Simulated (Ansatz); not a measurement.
Program: Ansatz. Geometries: PBE0-D4/def2-TZVP. ΔE: electronic, gas phase. CBS: MP2 limit from def2 TZ/QZ plus the TZ coupled-cluster correction, frozen cores. This one scheme is used for every species. Functionals use def2-TZVPP. B3LYP here is the variant with VWN-RPA as its local correlation; programs differ in this. One conformer a species, not always the lowest.

`BB(N)[SiH3]` + CH₄ → `CB(N)[SiH3]` + BH₃  (formal exchange of groups at a B–B bond)

```csv
level,ΔE (eV)
LDA (SPW92),0.11
PBE-QIDH,-0.06
B3LYP,0.00
CCSD/def2-SVP,-0.10
HF/def2-TZVPP,-0.19
CCSD(T)/def2-TZVPP,-0.08
MP2/def2-QZVPP,-0.12
MP2/CBS(def2),-0.12
```

Problem. What does CCSD(T)/CBS give? (Estimate.)

Solution. The calculation gave: -0.07 eV. The listed levels differ from it by 0.18, 0.01, 0.07, -0.03, -0.12, -0.01, -0.05, -0.05 eV.

Problem. What do rigid-rotor, harmonic-oscillator terms from PBE0-D4/def2-TZVP frequencies (298.15 K, 1 bar) make of the CCSD(T)/CBS value? (Best estimate.)

Solution. Ansatz gave: ΔZPE = -0.05 eV, ΔH = -0.13 eV, ΔS = -2 J/(mol·K), ΔG = -0.12 eV. Modes under 50 cm⁻¹ make the entropy rough.

Largest T1 diagnostic among the species: 0.014.

Leaving LDA and LC-ωPBE aside and taking each functional with its dispersion term where it has one, the values, not all of them listed here, spread over 0.18 eV, from BHLYP-D4 to PBE-D4. From r2SCAN to r2SCAN0 (25 % exact exchange), in def2-TZVPP and without D4, ΔE moves by −0.05 eV. In def2-TZVPP, CCSD(T) changes the Hartree–Fock value by +0.10 eV (the triples alone add +0.01 eV) and MP2 by +0.06 eV.
